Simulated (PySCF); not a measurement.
# How methods differ on the excitation energy of In

In [Kr] 4d10 5s2 5p1 (2P) → In [Kr] 4d10 5s1 5p1 5d1 (high-spin determinant), as a difference of total energies. All numbers are calculated (PySCF 2.14, scalar relativity through the core potential, in aug-cc-pVTZ-PP with ECP28MDF (6s5p4d2f, 55 functions)). Correlated levels: valence: 4s2 4p6 4d10 frozen. The calculations carry no spin-orbit coupling.

```csv
method,excitation energy (cm⁻¹)
UHF,63369
LDA,78246
PBE,74720
PBE0,73245
r2SCAN,74090
B3LYP,75953
r2SCANh,73783
revPBE,73407
MP2 (valence),68716
SCS-MP2 (valence),70465
```

The upper state lies above the first ionisation limit, but in LS coupling its spin forbids autoionisation to the ground ion; at this Z spin-orbit coupling breaks that rule.

The promoted electron is Rydberg-like, and one or two diffuse shells describe it only roughly, which tends to raise the upper state.

The determinant of the upper state mixes LS terms, which raises its energy above the lowest term, most at the Hartree-Fock and MP2 levels.
